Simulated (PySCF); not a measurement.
Job for PySCF: D3(BJ) and D4 dispersion corrections on H3NSeTe (SMILES N[Te][SeH]), a point of a torsion scan.

```python
from pyscf import gto
from pyscf.dispersion import dftd3, dftd4

mol = gto.M(
    atom='''
    N    -1.15983727    0.23081265   -0.11072784
    Te    0.06106236   -0.90065243    1.07534812
    Se    2.05801333   -0.53912741   -0.37858690
    H    -1.86610178   -0.32120983   -0.57769795
    H    -1.63550448    0.94205726    0.42624634
    H     2.13093450    0.89805781   -0.27773971
    ''',
    basis='def2-svp',
    charge=0, spin=0, verbose=0, max_memory=1800)
d3, d4 = {}, {}
for xc in ['hf', 'pbe', 'blyp', 'revpbe', 'tpss', 'r2scan', 'b3lyp', 'pbe0', 'bhlyp', 'camb3lyp', 'b2plyp']:
    d3[xc] = float(dftd3.DFTD3Dispersion(mol, xc=xc, version='d3bj', atm=False).get_dispersion()['energy'])
    print(f'D3(BJ) {xc:10s} {d3[xc]:14.8f} Eh')
for xc in ['hf', 'pbe', 'blyp', 'revpbe', 'tpss', 'r2scan', 'b3lyp', 'pbe0', 'bhlyp', 'camb3lyp', 'b2plyp']:
    d4[xc] = float(dftd4.DFTD4Dispersion(mol, xc={'camb3lyp': 'cam-b3lyp'}.get(xc, xc), atm=True).get_dispersion()['energy'])
    print(f'D4     {xc:10s} {d4[xc]:14.8f} Eh')
```

It printed:

```
D3(BJ) hf            -0.04583746 Eh
D3(BJ) pbe           -0.00533077 Eh
D3(BJ) blyp          -0.01256444 Eh
D3(BJ) revpbe        -0.01249202 Eh
D3(BJ) tpss          -0.00706868 Eh
D3(BJ) r2scan        -0.00145018 Eh
D3(BJ) b3lyp         -0.01057463 Eh
D3(BJ) pbe0          -0.00497092 Eh
D3(BJ) bhlyp         -0.00959421 Eh
D3(BJ) camb3lyp      -0.00515143 Eh
D3(BJ) b2plyp        -0.00563551 Eh
D4     hf            -0.01794270 Eh
D4     pbe           -0.00551499 Eh
D4     blyp          -0.01185951 Eh
D4     revpbe        -0.01395485 Eh
D4     tpss          -0.00737083 Eh
D4     r2scan        -0.00116566 Eh
D4     b3lyp         -0.00912786 Eh
D4     pbe0          -0.00467272 Eh
D4     bhlyp         -0.00843474 Eh
D4     camb3lyp      -0.00487133 Eh
D4     b2plyp        -0.00377802 Eh
```

The run finished.

Cost: about 0.04 core-seconds (a rough figure).
